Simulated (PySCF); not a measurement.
PySCF input:

```python
from pyscf import gto, scf, dft

mol = gto.M(
    atom='''
    P     1.05371992   -0.04559710    0.53336622
    P    -0.95159722    0.07206098   -0.38132630
    H     1.62055299    0.60298414   -0.59471627
    H     1.23148554   -1.35161609    0.00682918
    H    -1.85932400   -0.71480818    0.33747934
    H    -1.44211500    1.38116975   -0.30757635
    H    -1.08243994   -0.31468783   -1.72261470
    ''',
    basis='def2-tzvpd',
    charge=1,
    spin=0,
    verbose=4,
)

mf = dft.RKS(mol, xc='m06l').density_fit(auxbasis='def2-universal-jkfit')
mf.grids.level = 4
mf.conv_tol = 1e-9
mf.max_cycle = 100
mf.max_memory = 1500
mf.kernel()
if not mf.converged:
    mf = mf.newton()
    mf.kernel(mf.make_rdm1())
mf.analyze()
```

Problem. Predict the final energy.

Solution. -685.44311 Eh (M06-L/def2-TZVPD).

It need not be the lowest isomer of its formula.
